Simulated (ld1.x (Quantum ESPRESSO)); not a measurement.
# Before and after: TM potential for As

ld1.x (Quantum ESPRESSO) 7.5 input, shortened:

```
&input
   title='As', zed=33., rel=1, dft='PZ', iswitch=3,
   config='[Ar] 3d10 4s2 4p3 4d-2'
 /
 &inputp
   pseudotype=2, tm=.true., lloc=-1, rcloc=1.70,
   nlcc=.true., new_core_ps=.true., rcore=1.20
 /
3
4S  1  0   2.00   0.00  1.15  1.15  0.0
4P  2  1   3.00   0.00  1.70  1.70  0.0
4D  3  2  -2.00   0.05  1.70  1.70  0.0
 &test
   configts(1)='4s2 4p3'
 /
```

Change: all radii but the core radius scaled by about 1.26 (s 1.44, p 2.14, d 2.14 bohr); local potential all-electron potential smoothed inside 2.14 bohr (lloc = -1).

Cutoffs: the cutoffs (Ry, on a coarse ladder) from which the occupation-weighted sum of valence levels, in a spherical-Bessel basis at the reference potential, stays within 10 and 1 mRy of its value at 400 Ry; they do not see the model core or the augmentation charge, which bear on the density cutoff. Errors are all-electron minus pseudo energies relative to the spin-unpolarised reference configuration.

Q: What does the change do?

A: The potential gets softer (70 Ry and 260 Ry → 35 Ry and 70 Ry); the bound ghost in d disappears; of the 9 tests that both files solve, the error grows in 5 and shrinks in 2 by more than 15 % and 0.3 meV (median size 2.1 → 5.9 meV). A larger radius leaves more room for a smooth pseudo-wave, so fewer plane waves are needed.

```csv
quantity,base,changed
"cutoff, loose",70 Ry,35 Ry
"cutoff, tight",260 Ry,70 Ry
loose cutoff by channel (10 mRy a level),"s 60 Ry, p 6 Ry","s 18 Ry, p 6 Ry"
bound ghosts,d,none
"error for 4s2 4p2, meV [ΔE 9.33 eV]",-1.6,-3.0
"error for 4s2 4p1, meV [ΔE 27.49 eV]",-12,-22
"error for 4s2 4p0, meV [ΔE 55.53 eV]",-55,-97
"error for 4s2 4p2.5, meV [ΔE 3.64 eV]",-0.5,-0.7
"error for 4s1 4p4, meV [ΔE 9.48 eV]",-14,-5.9
"error for 4s2 4p3.3, meV [ΔE -1.28 eV]",+0.2,+0.1
"error for 4s0 4p5, meV [ΔE 19.21 eV]",-65,-22
"error for 4s2 4p3 (spin-polarised), meV [ΔE -1.32 eV]",+2.1,-2.8
"error for 4s2 4p2 (spin-polarised), meV [ΔE 8.60 eV]",-1.3,-6.0
```

 A true bound ghost makes a file unfit for plane-wave use even where its test errors are small: the radial tests pick states by their node count and pass the ghost by.
